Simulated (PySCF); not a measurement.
Trends in electronic spectra. Method: PySCF 2.14.0, density-fitted response routines, TDDFT PBE0/def2-SVPD, vertical, gas phase, core orbitals frozen in the response. Geometries: GFN2-xTB; one conformer of each isolated species. Triplets are in the Tamm–Dancoff approximation. 'Strongest' means the level of largest summed f among the lowest 6 singlets; it needn't be the same kind of state in each.

Question: Rank by computed energy of the strongest computed level, lowest first.
A. `C(C(=C)N=C)CF`
B. `C(#C)/C=C/CCCC`
C. `C1C(=CC=CC1)CC`
D. `CCOS(=O)(=O)CC`
E. `C=C/C=C\[C@H](C)C=C`
F. `C[C@@H](CF)O[SiH2]O`
G. `C1[C@@H](CF)C=NC1`
H. `[O-][N+]1=CC=CC=C1Cl`

Answer: C (4.68 eV), E (5.42 eV), B (5.59 eV), H (5.88 eV), A (6.79 eV), G (7.14 eV), F (7.94 eV), D (8.34 eV).

```csv
SMILES,strongest (eV),f (S1),gap (eV),LUMO (eV),α (au),HOMO (eV),S1 mainly
CCC1=CC=CCC1,4.68,0.184,5.38,-0.57,93.5,-5.95,H→L (98%)
C=C/C=C\[C@H](C)C=C,5.42,0.751,5.72,-0.86,105.8,-6.59,H→L (91%)
C#C/C=C/CCCC,5.59,0.009,6.12,-0.67,101.8,-6.79,H-1→L (95%)
[O-][n+]1ccccc1Cl,5.88,0.027,5.20,-1.51,85.2,-6.71,H→L+1 (80%)
C=NC(=C)CCF,6.79,0.038,5.74,-1.23,71.1,-6.97,H→L (85%)
FC[C@H]1C=NCC1,7.14,0.002,7.30,-0.30,63.5,-7.60,H→L (99%)
C[C@@H](CF)O[SiH2]O,7.94,0.011,8.95,0.54,69.8,-8.41,H→L (58%)
CCOS(=O)(=O)CC,8.34,0.005,8.88,0.35,78.9,-8.53,H→L (95%)
```

H and L stand for HOMO and LUMO.

Without π bonds the low states may be Rydberg-like; a valence basis with one diffuse set may place them up to an eV too high.
